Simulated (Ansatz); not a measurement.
Cost and result for the atomization energy of `C[C](=O)[Al]([CH3])[F]` (12 atoms, 11 bonds).

Z-matrix (Å, degrees):
```
C
C 1 1.507
H 1 1.096 2 109.7
H 1 1.092 2 111.0 3 -121.8
H 1 1.096 2 109.7 3 116.4
O 2 1.212 1 121.0 3 121.5
Al 2 2.033 1 121.3 3 -58.6
C 7 1.941 2 125.3 1 -0.7
F 7 1.649 2 115.0 1 179.4
H 8 1.095 7 111.0 2 -60.6
H 8 1.095 7 111.1 2 57.6
H 8 1.092 7 112.2 2 178.6
```

Total charge 0; spin multiplicity 1. The geometry is a stationary point of PBE0-D4/def2-TZVP. It is one conformer, not always the lowest. Program: Ansatz. All runs use 4 threads of an Arm Neoverse V1 on a shared host. Times are those of one run each, without the atoms' runs, and a repeat can differ threefold. Electronic energies, without spin–orbit coupling; frozen cores. CCSD(T)/CBS adds CCSD(T) − MP2 in def2-TZVPP to the MP2 limit, and its time is that of the two runs behind it. T1 = 0.014. B3LYP takes the VWN-RPA correlation (the form of Gaussian; ORCA's B3LYP/G).

CCSD(T)/CBS is a level of theory with its own doubt, some kJ/mol a heavy atom from the limit and from the frozen cores, so smaller differences don't rank the functionals.

```csv
level,functions,wall time,atomization (kcal/mol),difference from CCSD(T)/CBS,per bond
PBE-D4/def2-TZVPP (with forces),281,3.3 s,1176.2,25.9,2.4
PBE0-D4/def2-TZVPP,281,3.6 s,1150.2,-0.1,0.0
r2SCAN-D4/def2-TZVPP (with forces),281,6 s,1154.6,4.3,0.4
B3LYP-D4/def2-TZVPP (with forces),281,6.5 s,1147.8,-2.5,-0.2
B2PLYP/def2-TZVPP,281,7.5 s,1139.3,-11.0,-1.0
ωB97X-V/def2-TZVPP,281,10 s,1150.4,0.1,0.0
ωB97M-V/def2-TZVPP (with forces),281,14 s,1152.2,1.9,0.2
MP2/def2-QZVPP,535,31 s,1165.0,14.7,1.3
CCSD(T)/def2-TZVPP,281,5.4 min,1121.0,-29.3,-2.7
CCSD(T)/CBS(def2),–,5.9 min,1150.3,0.0,0.0
```

From PBE to PBE0 (25 % exact exchange), in def2-TZVPP and without D4, the atomization energy moves by −25.2 kcal/mol: exact exchange takes away binding that semilocal exchange gives to molecules. In def2-TZVPP, CCSD(T) changes the Hartree–Fock value by +278.3 kcal/mol (the triples alone add +18.1 kcal/mol) and MP2 by +304.8 kcal/mol; breaking electron pairs costs correlation energy, which Hartree–Fock lacks. The D4 term adds +8.1 kcal/mol with B3LYP and +4.3 kcal/mol with PBE0; it sums over pairs of atoms, weighted by their polarisabilities, and B3LYP, whose exchange is more repulsive, gets the larger term.
